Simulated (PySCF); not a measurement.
## Deuteron quadrupole couplings in ethoxydichloroborane

Ethoxydichloroborane, C2H5BCl2O.
Z-matrix (Å and degrees, PBE0-D3(BJ)/def2-SVP geometry), rows numbered from 1:
```
C 
C   1  1.5106
O   2  1.4211  1  111.20
B   3  1.3296  2  125.54  1    88.02
Cl  4  1.7685  3  122.30  2     0.84
Cl  4  1.7560  3  118.60  2  -179.31
H   1  1.0998  2  110.85  3    56.04
H   1  1.1002  2  110.84  3   -64.66
H   1  1.1004  2  110.01  3   175.86
H   2  1.1019  1  110.85  3   122.15
H   2  1.0999  1  110.95  3  -117.67
```

Level: PBE0/pcSseg-1 (PySCF, non-relativistic); Q(2H) = 0.00286 b; rigid geometry, the same for H and D, with no vibrational averaging.

Task: Rank these positions by the coupling χzz of a deuteron there, largest first.
A. H10 (methylene hydrogen)
B. H11 (methylene hydrogen)
C. H8 (methyl hydrogen)

Result: C (194 kHz), B (188 kHz), A (183 kHz).

Task: Tabulate Vzz, the asymmetry η and χzz = 234.96 MHz × Q × Vzz for every hydrogen position.

Result: 
```csv
atom,bonded to,bond length (Å),Vzz (au),η,χzz (kHz)
H7,C1,1.100,0.2907,0.03,195
H8,C1,1.100,0.2887,0.03,194
H9,C1,1.100,0.2914,0.03,196
H10,C2,1.102,0.2724,0.10,183
H11,C2,1.100,0.2800,0.07,188
```

Task: Give the 2H NMR doublet splittings at H7 for a magnetic field along the z, y and x axes of the gradient: 3χ/2, 3χ(1 + η)/4, 3χ(1 − η)/4.

Result: With |χ| = 195.4 kHz and η = 0.025: 293, 150 and 143 kHz, to first order and without motion.

One conformer (not necessarily the lowest) at the PBE0-D3(BJ)/def2-SVP geometry, without solvent, vibrations or thermal averaging. With a basis this small, the couplings can be 20 % off.
